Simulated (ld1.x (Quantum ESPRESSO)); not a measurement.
Transferability test, TM potential for chromium (Cr)

Cr (Z = 24), norm-conserving Troullier–Martins (Kleinman–Bylander form), made with ld1.x (Quantum ESPRESSO) 7.5 (LDA (PZ), scalar-relativistic). Core [Ne] 3s2, reference 3p6 3d5 4s1 4p0. Waves: 3p (bound): rc 0.95 bohr; 3d (bound): rc 1.85 bohr; 4s (bound): rc 2.80 bohr. Local part: the s channel. Core correction: Bessel-smoothed model core inside 0.95 bohr.

Energies are relative to the spin-unpolarised reference configuration 3p6 3d5 4s1 4p0; without spin polarisation the order of configurations can differ from experiment. Spin-polarised rows fill each open shell by Hund’s rule, majority spin first. The frozen-core shift is the all-electron ΔE with the core orbitals held at their reference shape minus the fully relaxed ΔE.

Problem. Give the all-electron excitation energy and the error of the potential for: 3p6 3d5 4s0 4p0; 3p6 3d4 4s0 4p0; 3p6 3d3 4s0 4p0; 3p6 3d5.5 4s0.5 4p0; 3p6 3d5 4s0.5 4p0; 3p6 3d4 4s1 4p0; 3p6 3d4 4s1 4p1; 3p6 3d5 4s1 4p0 (spin-polarised); 3p6 3d5 4s0 4p0 (spin-polarised).

Solution.

| valence configuration | charge | ΔE all-electron (eV) | error AE − PS (meV) | frozen-core shift (meV) |
| --- | --- | --- | --- | --- |
| 3p6 3d5 4s0 4p0 | +1 | 7.140 | -10 | +2.0 |
| 3p6 3d4 4s0 4p0 | +2 | 23.483 | -126 | +8.7 |
| 3p6 3d3 4s0 4p0 | +3 | 54.509 | -538 | +96 |
| 3p6 3d5.5 4s0.5 4p0 | 0 | 0.717 | -18 | +1.8 |
| 3p6 3d5 4s0.5 4p0 | +0.5 | 2.818 | -2.2 | +0.7 |
| 3p6 3d4 4s1 4p0 | +1 | 8.252 | -91 | +7.2 |
| 3p6 3d4 4s1 4p1 | 0 | 3.612 | -732 | +7.7 |
| 3p6 3d5 4s1 4p0 (spin-polarised) | 0 | -4.916 | +258 | +6.4 |
| 3p6 3d5 4s0 4p0 (spin-polarised) | +1 | 2.685 | +261 | +11 |

Levels in the configuration 3p6 3d4 4s1 4p0:

```
level  all-electron (eV)  pseudo (eV)
   3p            -57.173      -57.594
   3d            -14.100      -14.308
   4s            -11.684      -11.684
```

These tests converged, but a pseudo level misses the all-electron one widely, so the file describes the atom poorly there or has found another state: 3p6 3d3 4s0 4p0: empty 4p by 2.9 eV (a node warning on the way).
